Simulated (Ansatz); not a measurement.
AsH2(SiH3) (SiAsH5), relaxed as a singlet with RKS r2SCAN-D4/def2-TZVP in Ansatz, starting from the GFN2-xTB geometry. Force threshold 0.02 eV/Å.

Start:

```csv
atom,x (Å),y (Å),z (Å)
As1,0.798,-0.574,1.219
H2,-0.499,-0.432,1.963
H3,0.350,-1.916,0.719
Si4,-0.035,0.526,-0.651
H5,-1.298,-0.012,-1.172
H6,0.947,0.465,-1.741
H7,-0.263,1.942,-0.337
```

| step | energy (eV) | largest force component (eV/Å) | SCF passes |
| --- | --- | --- | --- |
| 1 | -68799.5136 | 0.580 | 14 |
| 2 | -68799.5456 | 0.132 | 19 |
| 3 | -68799.5499 | 0.028 | 19 |
| 4 | -68799.5501 | 0.015 | 12 |
| 5 | -68799.5503 | 0.019 | 19 |
| 6 | -68799.5509 | 0.045 | 18 |
| 7 | -68799.5514 | 0.027 | 18 |
| 8 | -68799.5517 | 0.012 | 19 |

Force components are those of the run's own axes.

End:

```xyz
7

As    0.7813   -0.5514    1.2608
H    -0.5715   -0.4677    1.9524
H     0.4583   -1.9221    0.6844
Si   -0.0531    0.5443   -0.6653
H    -1.3568    0.0114   -1.1352
H     0.9489    0.3994   -1.7516
H    -0.2072    1.9862   -0.3456
```

By distances, no bond broke or formed. The bond that changes most is As1–Si4, from 2.32 to 2.37 Å (atoms count from 1).

The force fell under the threshold at step 4, but the optimiser went on. No frequencies were taken in this run, so the end may be a saddle point.

Hardware: 4 threads of Arm Neoverse V2 on a shared host. Wall time 6.5 s.
